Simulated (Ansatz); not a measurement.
`O[SiH][SiH](O)Cl`, charge 0, multiplicity 2.

**Question.** Give a relaxed structure at PBE0-D4/def2-TZVP (Ansatz 0.2.0). (An estimate is asked.)

**Answer.** The calculation gave: 
Z-matrix (Å, degrees):
```
Si
Si 1 2.331
Cl 1 2.069 2 104.2
O 1 1.639 2 111.9 3 120.0
H 1 1.485 2 113.6 3 -114.2
O 2 1.654 1 110.0 3 -176.9
H 2 1.496 1 112.1 3 -53.0
H 4 0.960 1 118.1 2 171.8
H 6 0.959 2 117.7 1 158.3
```
This is one stationary point; other conformers may exist.
